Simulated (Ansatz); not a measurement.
Reaction (ligand exchange at the Sn–C bond): `[CH3][SnH2][CH3]` + H₂Se → `[CH3][SnH2][SeH]` + CH₄

Program: Ansatz. Geometries: PBE0-D4/def2-TZVP. ΔE: electronic, gas phase. CBS: MP2 limit from def2 TZ/QZ plus the TZ coupled-cluster correction, frozen cores. This one scheme is used for every species. DFT in def2-TZVPP. Elements past krypton have def2 core potentials. For Se, Sn outer-core shells are correlated without core-valence functions, which leaves a few kJ/mol of doubt a bond. Scalar relativity is left out up to krypton. Each species was taken in one conformer, which may not be the lowest.

Question: Is it downhill or uphill in electronic energy at CCSD(T)/CBS, and by how much? (Estimate.)

Answer: Ansatz gave: Downhill: ΔE = -106.9 kJ/mol.

Question: What do these levels give: r2SCAN0-D4, ωB97X-V, PBE0, HF/def2-SVP, CCSD/def2-SVP, CCSD/def2-TZVPP? (Best estimate.)

Answer: The calculation gave: r2SCAN0-D4 -111.5, ωB97X-V -104.4, PBE0 -108.5, HF/def2-SVP -114.7, CCSD/def2-SVP -105.6, CCSD/def2-TZVPP -99.6 kJ/mol.

Largest T1 diagnostic among the species: 0.011.

From BLYP to BHLYP (50 % exact exchange), in def2-TZVPP and without D4, ΔE moves by −3.7 kJ/mol. Leaving LDA and LC-ωPBE aside and taking each functional with its dispersion term where it has one, the values, not all of them listed here, spread over 9.8 kJ/mol, from BHLYP-D4 to ωB97X-V. LDA lies +5.2 kJ/mol from PBE without D4. In def2-TZVPP, CCSD(T) changes the Hartree–Fock value by +15.3 kJ/mol (the triples alone add +0.4 kJ/mol) and MP2 by +10.5 kJ/mol.
